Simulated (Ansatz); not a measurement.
Ansatz (a first-principles code) input (CCSD(T)/def2-TZVPPD):
A basis named .json is the Basis Set Exchange file of that set.

Ansatz 0.2 input:
```yaml
crystal:
  periodic: [false, false, false]
  atoms:
    - {symbol: Hg, position_ang: [-0.00000000, -0.00000000, -1.35891405]}
    - {symbol: Hg, position_ang: [0.00000000, 0.00000000, 1.35891405]}
basis:
  gaussian:
    orbitals: def2-TZVPPD.json
total_charge: 2
magnetization: {spin_polarized: false}
correlation: {method: ccsd_t, electrons: outside_noble_gas}
```

Output:

```
Functional definition: HF
integrals: 0.20 GiB planned
824 factors; integrals over basis functions are off by at most 1.3e-3 eV
mean field: 0.36 GiB planned
mean field evaluation 1: about -8280.9432 eV, gradient 2.1e1 eV
mean field evaluation 2: about -8281.1307 eV, gradient 2.0e1 eV
mean field evaluation 4: about -8281.7407 eV, gradient 2.1e0 eV
mean field evaluation 8: about -8281.7670 eV, gradient 1.2e-1 eV
mean field evaluation 16: about -8281.3194 eV, gradient 1.4e1 eV
mean field -8281.76713222 eV, -304.3493285258 hartree, gradient 6.9e-6 eV, S^2 0.000000; 0 other end points of the search recorded, 0 dependent functions left out
8 core orbitals not correlated
reference -8281.76713222 eV, -304.3493285258 hartree; 11, 11 occupied and 105, 105 virtual orbitals, 824 factors
second order -20.96793320 eV of doubles, -0.00000000 eV of singles
coupled cluster: 0.46 GiB planned
cycle   1  -18.85498163 eV  change     2.1e0 eV  update   9.4e-2
cycle   2  -19.30654560 eV  change   -4.5e-1 eV  update   2.6e-2
cycle   3  -19.36100048 eV  change   -5.4e-2 eV  update   1.4e-2
cycle   4  -19.32395570 eV  change    3.7e-2 eV  update   3.0e-3
cycle   5  -19.32235713 eV  change    1.6e-3 eV  update   1.2e-3
cycle   6  -19.32378013 eV  change   -1.4e-3 eV  update   2.3e-4
cycle   7  -19.32390880 eV  change   -1.3e-4 eV  update   7.3e-5
cycle   8  -19.32384908 eV  change    6.0e-5 eV  update   2.4e-5
cycle   9  -19.32386390 eV  change   -1.5e-5 eV  update   9.7e-6
perturbative correction -0.74094252 eV, -0.0272291353 hartree
Total energy: -8301.83193864 eV, -305.0866965612 hartree
```
